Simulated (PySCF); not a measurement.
F4Sn, SMILES [F][Sn]([F])([F])[F] (connectivity only; charge and spin as stated), charge -1, multiplicity 2. Atoms are numbered in the order given.

```xyz
5

F      1.1910    -1.1910     1.1910
Sn     0.0000     0.0000     0.0000
F     -1.1910    -1.1910    -1.1910
F     -1.1910     1.1910     1.1910
F      1.1910     1.1910    -1.1910
```
Charge -1, spin multiplicity 2.

Geometry: B3LYP-D3(BJ)/def2-SVPD. The geometry has at least one imaginary mode, so it is a saddle point at that level. The multiplicity is an assumed one; other spin states were not compared. The isomer is the one that the SMILES or the coordinates give; other isomers of the formula were not compared. The def2 effective core potentials stand for the cores of Sn; spin–orbit coupling is left out.

All values below come from PBE/def2-SVPD in PySCF.

Mulliken values depend strongly on the basis, most of all with diffuse functions as here. ESP charges are fitted to the potential on shells at 1.4 to 2.0 van der Waals radii. Atomic charges (e):

```json
[
 {"atom": "F1", "ESP fit": "-0.51", "Mulliken": "-0.61", "Mulliken spin": "0.01"},
 {"atom": "Sn2", "ESP fit": "1.02", "Mulliken": "1.42", "Mulliken spin": "0.95"},
 {"atom": "F3", "ESP fit": "-0.51", "Mulliken": "-0.61", "Mulliken spin": "0.01"},
 {"atom": "F4", "ESP fit": "-0.51", "Mulliken": "-0.61", "Mulliken spin": "0.01"},
 {"atom": "F5", "ESP fit": "-0.51", "Mulliken": "-0.61", "Mulliken spin": "0.01"}
]
```
